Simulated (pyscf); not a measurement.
Single points on ωB97X-D3(BJ)/def2-SVP structures (PySCF, gas phase). Correlated levels are frozen-core, on RHF or UHF. ΔMP2 is the change of the MP2 total energy from the triple- to the quadruple-zeta basis. Singlets are restricted, triplets unrestricted.

Singlet (Å):
```xyz
4

Si     0.9111     2.4187    -0.3727
Si     0.2615     0.3539    -0.2162
H      0.6140    -0.5349     0.9273
H     -0.5836    -0.3221    -1.2413
```

Triplet (Å):
```xyz
4

Si     1.9396    -1.1021    -0.3415
Si     0.0512     0.0195    -0.8596
H     -0.1411     1.5034    -0.8217
H     -1.2455    -0.5804    -1.3056
```

Task: For these two minima of :Si=SiH₂, which spin state lies lower at CCSD(T)/def2-TZVPP + ΔMP2(QZVPP), and by how much (electronic energies)?

Result: The singlet, by 9.8 kcal/mol. Zero-point energy shifts E(triplet) − E(singlet) by 0.0 kcal/mol. Other isomers of :Si=SiH₂ [singlet] were not searched in full and may lie lower. 

E(triplet) − E(singlet) by level (kcal/mol):

```json
[
 {"level": "ωB97X-D3(BJ)/def2-TZVP", "gap": "+7.6"},
 {"level": "PBE/def2-TZVP", "gap": "+5.4"},
 {"level": "r²SCAN/def2-TZVP", "gap": "+2.1"},
 {"level": "B3LYP-D3(BJ)/def2-TZVP", "gap": "+6.6"},
 {"level": "PBE0-D3(BJ)/def2-TZVP", "gap": "+3.4"},
 {"level": "M06-2X/def2-TZVP", "gap": "+5.4"},
 {"level": "ωB97M-D3(BJ)/def2-TZVP", "gap": "+8.2"},
 {"level": "HF/def2-TZVP", "gap": "-8.6"},
 {"level": "MP2/def2-QZVPP", "gap": "+8.3"},
 {"level": "CCSD/def2-TZVPP", "gap": "+7.0"},
 {"level": "CCSD(T)/def2-TZVPP", "gap": "+8.9"},
 {"level": "CCSD(T)/def2-TZVPP + ΔMP2(QZVPP)", "gap": "+9.8"}
]
```

The triplet is the lowest one reached from the SCF start used. The CCSD(T) − MP2 part came from Ansatz, without density fitting, on the same reference.
